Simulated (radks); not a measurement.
Spherical quantum dot in the effective-mass picture: electrons in a parabolic well V = omega^2 r^2 / 2 with omega = 0.856, all in effective atomic units (hartree* = m*/eps^2 hartree, bohr* = eps/m* bohr), one dielectric constant everywhere. Calculated with a radial shooting solver with Libxc functionals: non-relativistic Kohn-Sham, LDA (Slater exchange, Perdew-Wang correlation), spin-polarised, spherical densities. Levels are named by radial order and angular momentum (1s, 1p, 1d, 2s, ...), and open shells are averaged over m. Results are scaled to m* = 0.033 and eps = 6.7, for which hartree* = 20 meV and bohr* = 10.74 nm. Each electron was tried in the lowest free levels, single moves between levels near the top were tried too, and the lowest total energy was kept; such a search can miss a lower state. At N = 1 the Hartree and exchange-correlation terms need not cancel, so that row can carry a self-interaction error.

N,open shells,2S,E (meV),addition energy mu(N+1) - mu(N) (meV),e(HOMO) (meV),rms radius (nm)
1,"1s(up 1, down 0)",1,26.2658,13.10,31.425,14.34
2,none,0,65.6339,24.01,44.389,15.29
3,"1p(up 1, down 0)",1,129.007,8.589,67.640,17.25
4,"1p(up 2, down 0)",2,200.970,8.619,76.285,18.40
5,"1p(up 3, down 0)",3,281.552,10.64,84.858,19.26
6,"1p(up 3, down 1)",2,372.779,7.844,95.134,20.02
7,"1p(up 3, down 2)",1,471.850,7.854,103.01,20.67
8,none,0,578.775,19.07,110.83,21.25
9,"1d(up 1, down 0)",1,704.771,6.920,129.46,22.05
10,"1d(up 2, down 0)",2,837.687,6.874,136.36,22.74
11,"1d(up 3, down 0)",3,977.477,6.811,143.21,23.35
12,"1d(up 4, down 0)",4,1124.08,6.740,149.98,23.90
13,"1d(up 5, down 0)",5,1277.42,8.359,156.69,24.41
14,"1d(up 5, down 1)",4,1439.12,6.389,164.90,24.90
15,"1d(up 5, down 2)",3,1607.21,6.355,171.27,25.35
16,"1d(up 5, down 3)",2,1781.65,6.309,177.61,25.78
17,"1d(up 5, down 4)",1,1962.40,6.257,183.89,26.18
18,none,0,2149.41,7.974,190.12,26.57
19,"2s(up 1, down 0)",1,2344.40,7.011,198.15,26.95
20,none,0,2546.39,12.85,205.13,27.32
21,"1f(up 1, down 0)",1,2761.24,5.690,217.70,27.74
22,"1f(up 2, down 0)",2,2981.78,5.654,223.37,28.14
23,"1f(up 3, down 0)",3,3207.97,5.616,229.01,28.52
24,"1f(up 4, down 0)",4,3439.78,5.578,234.60,28.88
25,"1f(up 5, down 0)",5,3677.17,5.539,240.16,29.23
26,"1f(up 6, down 0)",6,3920.10,5.500,245.68,29.57
27,"1f(up 7, down 0)",7,4168.52,6.772,251.16,29.89
28,"1f(up 7, down 1)",6,4423.72,5.338,257.87,30.21
29,"1f(up 7, down 2)",5,4684.26,-,263.20,30.51

All shells are closed at N = 2, 8, 18, 20 (there: 1s2 1p6 1d10 2s2); the second difference of the energy has clear peaks (12 % above both neighbours; the first and last values, which can be the largest, are not judged, and half-filled shells can peak too) at N = 2, 5, 8, 13, 18, 20, 27.
